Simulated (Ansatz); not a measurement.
Mulliken charges of ClH₄N₂Si (`[NH][SiH](N)Cl`) radical from B3LYP/def2-TZVPP in Ansatz (PBE0-D4/def2-TZVP geometry).

```csv
atom,x (Å),y (Å),z (Å),charge (e)
N1,-0.425,1.190,-1.263,-0.314
Si2,-0.493,-0.180,-0.198,0.604
N3,1.038,-0.584,0.410,-0.384
Cl4,-1.881,0.351,1.242,-0.265
H5,-0.048,2.036,-0.832,0.139
H6,-1.015,-1.368,-0.894,-0.074
H7,1.318,-1.544,0.514,0.153
H8,1.598,0.041,0.965,0.141
```

By hand: the dipole of these point charges (1 e Å = 4.8032 D).

Σ q r = (0.431, -0.197, -0.044) e Å, of length 0.476 e Å = 2.29 D.

How does the dipole of the full density compare? (An estimate is asked.)

Ansatz gave: (0.526, -0.101, 0.257) e Å, 2.85 D; the point charges give 0.80 times that, at 34° from its direction.

Point charges leave out the atoms' own dipoles, such as those of lone pairs, and Mulliken's split depends on the basis, so the two needn't agree.

B3LYP here is the variant with VWN-RPA as its local correlation; programs differ in this.
